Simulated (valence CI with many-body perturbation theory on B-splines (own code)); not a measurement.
**E1 transitions of Ag XLI**

Method: valence CI with perturbative core correlation (CI+MBPT): five valence electrons over a frozen Dirac-Fock core [He], radial functions for each j: 11 s, 11 p, 10 d, 8 f, 5 g, 2 h, with the one-electron correlation potential Σ1, the two-electron term Σ2, the three-electron term Σ3, Breit, model QED; selected CI, second order for the rest, scaled by the run's own slope (own B-spline code, finite nucleus).

No measured spectrum was set against this ion. As an estimate, large intervals hold to a few tenths of a per cent, small ones and those within an open d or f shell to about a per cent. Among the levels kept, up to 7100 cm⁻¹ of a level comes from second order outside the variational space, and about a tenth of that is noise between levels of different J, which matters for small intervals.

Lines 101 to 150 of 600 in falling wavelength, among levels below 312.91 Ry, chosen from the strongest by gf and those to the six lowest levels. Wavelengths and rates use the calculated energies. Electric multipoles are in the length gauge, E1 and E2 with the static RPA response of the core. Weak lines are less certain than strong ones. Lines between different terms over intervals too small for the method are left out, as are lines whose strength nearly cancels. Where a level lies close to another of its J and parity, the split of strength between their lines is uncertain. The highest levels of a list are the least certain.

Levels are named by their leading jj configuration (3d3/2^4 stands for four electrons in 3d with j = 3/2), which in mixed levels can hold well under half, so a name can repeat and another be missing. Letters in brackets count levels of one name in rising energy.

| λ vac (nm) | Upper | Lower | A (s⁻¹) | S (a.u.) |
| --- | --- | --- | --- | --- |
| 11.27 | (2s^2 2p1/2 2p3/2 3p3/2) J=3/2 [b] | (2s^2 2p1/2 2p3/2 3s) J=3/2 [b] | 1.59e+10 | 4.49e-02 |
| 11.26 | (2s 2p1/2 2p3/2^2 3p3/2) J=7/2 [a] | (2s 2p1/2 2p3/2^2 3s) J=5/2 [a] | 3.31e+10 | 1.86e-01 |
| 11.26 | (2s^2 2p3/2^2 3d3/2) J=5/2 | (2s^2 2p3/2^2 3p1/2) J=5/2 | 1.11e+10 | 4.68e-02 |
| 11.26 | (2s 2p1/2 2p3/2^2 3p3/2) J=9/2 | (2s 2p1/2 2p3/2^2 3s) J=7/2 | 3.60e+10 | 2.54e-01 |
| 11.22 | (2s 2p1/2 2p3/2^2 3p3/2) J=7/2 [c] | (2s 2p1/2^2 2p3/2 3d5/2) J=5/2 [b] | 1.10e+10 | 6.16e-02 |
| 11.21 | (2s 2p1/2 2p3/2^2 3p3/2) J=3/2 [d] | (2s 2p1/2 2p3/2^2 3s) J=3/2 [b] | 1.44e+10 | 4.01e-02 |
| 11.20 | (2s 2p1/2^2 2p3/2 3d3/2) J=5/2 [a] | (2s 2p1/2^2 2p3/2 3p1/2) J=3/2 [a] | 1.17e+10 | 4.85e-02 |
| 11.19 | (2s^2 2p1/2 2p3/2 3p3/2) J=7/2 | (2s^2 2p1/2 2p3/2 3s) J=5/2 | 3.05e+10 | 1.68e-01 |
| 11.18 | (2s 2p1/2 2p3/2^2 3p3/2) J=5/2 [a] | (2s 2p1/2 2p3/2^2 3s) J=5/2 [a] | 1.74e+10 | 7.22e-02 |
| 11.16 | (2s 2p1/2 2p3/2^2 3p3/2) J=7/2 [b] | (2s 2p1/2 2p3/2^2 3s) J=7/2 | 1.57e+10 | 8.62e-02 |
| 11.16 | (2s 2p1/2^2 2p3/2 3p3/2) J=1/2 [a] | (2s 2p1/2^2 2p3/2 3s) J=3/2 [a] | 2.87e+10 | 3.94e-02 |
| 11.13 | (2s 2p1/2 2p3/2^2 3d3/2) J=7/2 [a] | (2s 2p1/2 2p3/2^2 3p1/2) J=5/2 [a] | 1.58e+10 | 8.59e-02 |
| 11.13 | (2s^2 2p1/2 2p3/2 3p3/2) J=3/2 [a] | (2s^2 2p1/2 2p3/2 3s) J=1/2 | 1.60e+10 | 4.35e-02 |
| 11.08 | (2s 2p1/2 2p3/2^2 3p3/2) J=3/2 [c] | (2s 2p1/2 2p3/2^2 3s) J=1/2 [a] | 3.67e+10 | 9.86e-02 |
| 11.07 | (2s^2 2p1/2 2p3/2 3d3/2) J=3/2 [a] | (2s^2 2p1/2 2p3/2 3p1/2) J=3/2 [a] | 1.05e+10 | 2.80e-02 |
| 11.05 | (2s 2p1/2^2 2p3/2 3d3/2) J=3/2 [a] | (2s 2p1/2^2 2p3/2 3p1/2) J=3/2 [a] | 2.09e+10 | 5.58e-02 |
| 11.05 | (2s^2 2p3/2^2 3p3/2) J=3/2 [b] | (2s^2 2p3/2^2 3s) J=1/2 | 2.71e+10 | 7.23e-02 |
| 11.02 | (2s 2p1/2 2p3/2^2 3d3/2) J=9/2 | (2s 2p1/2 2p3/2^2 3p1/2) J=7/2 | 2.50e+10 | 1.65e-01 |
| 11.01 | (2s 2p1/2 2p3/2^2 3d3/2) J=3/2 [a] | (2s^2 2p3/2^2 3d3/2) J=3/2 [a] | 1.12e+10 | 2.95e-02 |
| 10.99 | (2s^2 2p3/2^2 3d5/2) J=7/2 [a] | (2s^2 2p3/2^2 3p1/2) J=5/2 | 1.28e+10 | 6.71e-02 |
| 10.98 | (2s 2p3/2^3 3p3/2) J=7/2 | (2s 2p1/2 2p3/2^2 3d5/2) J=5/2 [b] | 1.39e+10 | 7.24e-02 |
| 10.97 | (2s 2p1/2^2 2p3/2 3d3/2) J=1/2 [a] | (2s 2p1/2^2 2p3/2 3p1/2) J=3/2 [a] | 2.62e+10 | 3.41e-02 |
| 10.96 | (2s 2p1/2 2p3/2^2 3d3/2) J=3/2 [c] | (2s 2p1/2 2p3/2^2 3p1/2) J=1/2 [a] | 1.94e+10 | 5.03e-02 |
| 10.95 | (2s^2 2p1/2 2p3/2 3d5/2) J=7/2 [a] | (2s^2 2p1/2 2p3/2 3p1/2) J=5/2 | 1.24e+10 | 6.41e-02 |
| 10.94 | (2s 2p3/2^3 3p3/2) J=1/2 | (2s 2p3/2^3 3s) J=3/2 [a] | 3.26e+10 | 4.21e-02 |
| 10.93 | (2s 2p3/2^3 3p3/2) J=5/2 | (2s 2p3/2^3 3s) J=5/2 | 1.42e+10 | 5.48e-02 |
| 10.92 | (2s 2p1/2^2 2p3/2 3d3/2) J=5/2 [b] | (2s 2p1/2^2 2p3/2 3p1/2) J=3/2 [b] | 2.94e+10 | 1.13e-01 |
| 10.92 | (2s 2p1/2 2p3/2^2 3d3/2) J=7/2 [c] | (2s 2p1/2 2p3/2^2 3p1/2) J=5/2 [c] | 2.44e+10 | 1.25e-01 |
| 10.91 | (2s^2 2p3/2^2 3d3/2) J=5/2 | (2s^2 2p3/2^2 3p1/2) J=3/2 | 8.51e+09 | 3.27e-02 |
| 10.90 | (2s 2p1/2 2p3/2^2 3p3/2) J=5/2 [e] | (2s 2p1/2 2p3/2^2 3s) J=3/2 [c] | 1.86e+10 | 7.15e-02 |
| 10.89 | (2s^2 2p1/2 2p3/2 3d3/2) J=5/2 [a] | (2s^2 2p1/2 2p3/2 3p1/2) J=3/2 [a] | 2.28e+10 | 8.70e-02 |
| 10.87 | (2s 2p1/2^2 2p3/2 3p3/2) J=3/2 [b] | (2s 2p1/2^2 2p3/2 3s) J=3/2 [b] | 1.96e+10 | 4.98e-02 |
| 10.86 | (2s 2p1/2 2p3/2^2 3p3/2) J=5/2 [d] | (2s 2p1/2^2 2p3/2 3d5/2) J=3/2 [b] | 1.22e+10 | 4.62e-02 |
| 10.85 | (2s 2p1/2 2p3/2^2 3d3/2) J=5/2 [a] | (2s^2 2p3/2^2 3d3/2) J=3/2 [a] | 7.50e+09 | 2.84e-02 |
| 10.85 | (2s 2p1/2 2p3/2^2 3p3/2) J=3/2 [e] | (2s 2p1/2 2p3/2^2 3s) J=3/2 [c] | 1.70e+10 | 4.29e-02 |
| 10.81 | (2s^2 2p3/2^2 3d3/2) J=3/2 [a] | (2s^2 2p3/2^2 3p1/2) J=3/2 | 1.66e+10 | 4.13e-02 |
| 10.79 | (2s^2 2p3/2^2 3d5/2) J=7/2 [b] | (2s^2 2p3/2^2 3p1/2) J=5/2 | 1.05e+10 | 5.22e-02 |
| 10.75 | (2s 2p1/2 2p3/2^2 3d3/2) J=5/2 [c] | (2s 2p1/2 2p3/2^2 3p1/2) J=3/2 [b] | 1.10e+10 | 4.03e-02 |
| 10.75 | (2s^2 2p1/2^2 3p3/2) J=3/2 | (2s^2 2p1/2^2 3s) J=1/2 | 4.35e+10 | 1.07e-01 |
| 10.74 | (2s^2 2p1/2^2 3d3/2) J=3/2 | (2s^2 2p1/2^2 3p1/2) J=1/2 | 2.46e+10 | 6.02e-02 |
| 10.74 | (2s 2p1/2 2p3/2^2 3d3/2) J=3/2 [a] | (2s 2p1/2 2p3/2^2 3p1/2) J=3/2 [a] | 1.22e+10 | 2.98e-02 |
| 10.71 | (2s 2p1/2 2p3/2^2 3p3/2) J=5/2 [b] | (2s 2p1/2 2p3/2^2 3s) J=5/2 [b] | 2.95e+10 | 1.07e-01 |
| 10.70 | (2s 2p1/2 2p3/2^2 3p3/2) J=3/2 [f] | (2s 2p1/2 2p3/2^2 3s) J=1/2 [c] | 1.12e+10 | 2.72e-02 |
| 10.69 | (2s^2 2p1/2 2p3/2 3d5/2) J=7/2 [b] | (2s^2 2p1/2 2p3/2 3p1/2) J=5/2 | 1.44e+10 | 6.95e-02 |
| 10.65 | (2s 2p1/2 2p3/2^2 3d3/2) J=3/2 [d] | (2s 2p1/2 2p3/2^2 3p1/2) J=1/2 [b] | 1.37e+10 | 3.26e-02 |
| 10.59 | (2s^2 2p1/2 2p3/2 3d3/2) J=3/2 [a] | (2s^2 2p1/2 2p3/2 3p1/2) J=1/2 | 1.64e+10 | 3.85e-02 |
| 10.59 | (2s 2p1/2^2 2p3/2 3p3/2) J=3/2 [b] | (2s 2p1/2^2 2p3/2 3s) J=1/2 | 2.73e+10 | 6.40e-02 |
| 10.55 | (2s 2p1/2 2p3/2^2 3d3/2) J=7/2 [b] | (2s 2p1/2 2p3/2^2 3p1/2) J=7/2 | 1.31e+10 | 6.06e-02 |
| 10.43 | (2s^2 2p1/2 2p3/2 3p3/2) J=5/2 [b] | (2s^2 2p1/2 2p3/2 3s) J=3/2 [b] | 2.54e+10 | 8.54e-02 |
| 10.42 | (2s 2p1/2^2 2p3/2 3d3/2) J=3/2 [b] | (2s 2p1/2^2 2p3/2 3p1/2) J=1/2 | 1.26e+10 | 2.82e-02 |
